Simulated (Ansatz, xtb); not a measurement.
**Relative energy of two structures of BGeH3**

Structure I is a singlet given by its coordinates and structure II is `[BH2][GeH]`, a triplet. Both are isolated molecules in the gas phase, relaxed with B3LYP-D3(BJ)/def2-SVP; the shapes shown needn't be the lowest conformers.

I (Å):

```xyz
5

B     0.0731    0.1799   -0.2025
Ge    1.6401    0.6648   -1.1882
H     1.1290   -0.4522    0.2347
H    -0.9921   -0.1672    0.2181
H     0.4810    1.3813    0.1066
```

Close contacts (Å): B1–Ge2 1.91, B1–H3 1.31, B1–H4 1.20, B1–H5 1.31, Ge2–H3 1.88, Ge2–H5 1.88.

II (Å):

```xyz
5

B     0.1629   -0.1631    0.4564
Ge    2.1199   -0.5591    0.2068
H    -0.6721   -0.7862   -0.1400
H    -0.0856    0.7268    1.2332
H     3.2295    0.2396    0.9734
```

Estimate which is lower in electronic energy at CCSD(T)/def2-TZVPP, and by roughly how much.

The CCSD(T)/def2-TZVPP calculation puts structure I lower, by 1.068 eV.

The same difference at several levels:

```csv
level,geometry,E(II) − E(I) (eV),departure from the last row (eV),"job, with rough time for the two"
B3LYP-D3(BJ)/def2-SVP,B3LYP-D3(BJ)/def2-SVP,+1.079,+0.011,"optimisation, 40 s"
HF/def2-TZVPP,B3LYP-D3(BJ)/def2-SVP,+0.004,−1.064,part of the CCSD(T) run
MP2/def2-TZVPP,B3LYP-D3(BJ)/def2-SVP,+1.103,+0.035,part of the CCSD(T) run
CCSD(T)/def2-TZVPP,B3LYP-D3(BJ)/def2-SVP,+1.068,,"single point, 41 s"
```

HF/def2-TZVPP finds them nearly level. The largest departure from CCSD(T)/def2-TZVPP is that of HF/def2-TZVPP, 1.064 eV. Levels run at GFN2-xTB geometries aren't shown. The triplet state of II needn't be its ground state.

With harmonic frequencies from B3LYP-D3(BJ)/def2-SVP (ideal gas, rigid rotor, one conformer each, 298.15 K, 1 atm): on the last row, ΔE + ΔZPE = +1.039, ΔH = +1.049, ΔG = +0.999 eV.

Open shells are spin-unrestricted. The correlated steps freeze 10 core orbitals; the filled d shell of Ge is correlated, in a basis made for valence electrons. ΔG holds the spin degeneracy. Run with Ansatz 0.2.0; the last row on 1 thread of Intel(R) Xeon(R) Platinum 8375C CPU @ 2.90GHz (Ice Lake) on a shared host.
